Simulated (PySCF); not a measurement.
Delta-SCF ions had no search for a lower state. Excitations are Tamm–Dancoff values on a coarser integration grid. The basis has no diffuse functions, so Rydberg states are missing or too high.

Cartesian coordinates (Å):
SMILES: O=C1C=COC1
```xyz
10

O     -1.6247     1.5401    -0.0499
C     -0.7175     0.7438    -0.0304
C      0.7150     0.9356    -0.1907
C      1.2834    -0.2764    -0.0845
O      0.4511    -1.3024     0.1292
C     -0.8700    -0.7596     0.1821
H      1.2166     1.8740    -0.3616
H      2.3279    -0.5544    -0.1463
H     -1.3080    -0.9843     1.1562
H     -1.4738    -1.2163    -0.6040
```
Charge 0, multiplicity 1.

### Question
Give the HOMO, LUMO, brightest of the four lowest singlets (TDA), S1 excitation (TDA), vertical ionisation energy (Delta-SCF), T1 excitation (TDA), total energy and HOMO–LUMO gap at the level PBE0-D3(BJ)/def2-TZVP (PySCF 2.14.0).

### Answer

- HOMO: -7.28 eV
- LUMO: -1.32 eV
- brightest of the four lowest singlets (TDA): 5.76 eV
- S1 excitation (TDA): 4.06 eV
- vertical ionisation energy (Delta-SCF): 9.41 eV
- T1 excitation (TDA): 3.54 eV
- total energy: -305.0355 Ha
- HOMO–LUMO gap: 5.95 eV
